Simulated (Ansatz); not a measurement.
Relaxation of ClH8NSiSn (12 atoms, charge 0, multiplicity 1), to a largest force component of 0.03 eV/Å in at most 50 steps.

Theory: RKS PBE-D4/def2-mTZVP in Ansatz 0.2.0.

```xyz
12
Properties=species:S:1:pos:R:3
Sn 0.350 0.113 -0.124
Cl 0.631 -0.828 2.072
H 1.980 0.217 -0.687
H -0.357 1.662 0.074
H -0.571 -1.021 -1.025
N -2.565 -0.263 1.366
H -3.306 -0.809 0.927
Si -3.038 1.213 2.174
H -3.724 1.058 3.504
H -1.800 2.018 2.400
H -3.970 1.941 1.257
H -1.934 -0.901 1.890
```

Q: Where does it end, and by what steps?

A: The run converged. The force dipped under the threshold on the way, but the program's further checks kept it going. After 13 steps the energy has fallen by 0.026 eV; H11 moved furthest, 0.48 Å.

| step | energy less start (eV) | largest force component (eV/Å) | accepted |
| --- | --- | --- | --- |
| 0 | 0.0000 | 0.466 | yes |
| 1 | -0.0107 | 0.228 | yes |
| 2 | -0.0151 | 0.084 | yes |
| 3 | -0.0155 | 0.134 | yes |
| 4 | -0.0190 | 0.078 | yes |
| 5 | -0.0200 | 0.022 | yes |
| 6 | -0.0209 | 0.051 | yes |
| 7 | -0.0226 | 0.090 | yes |
| 8 | -0.0233 | 0.063 | yes |
| 9 | -0.0245 | 0.054 | yes |
| 10 | -0.0253 | 0.065 | yes |
| 11 | -0.0251 | 0.058 | no |
| 12 | -0.0261 | 0.017 | yes |
| 13 | -0.0260 | 0.028 | yes |

```xyz
12
Properties=species:S:1:pos:R:3
Sn 0.190 0.112 -0.103
Cl 0.794 -0.804 2.029
H 1.752 0.241 -0.842
H -0.481 1.678 0.113
H -0.761 -1.027 -0.968
N -2.396 -0.281 1.449
H -3.062 -0.832 0.904
Si -2.995 1.215 2.153
H -4.063 1.060 3.200
H -1.826 1.910 2.771
H -3.557 2.034 1.034
H -1.898 -0.906 2.089
```

Whether the end is a true minimum wasn't checked by a vibrational analysis.

The run took 29 s on 4 threads of Intel(R) Xeon(R) Platinum 8488C (Sapphire Rapids), on a shared host, peak memory 0.2 GiB.
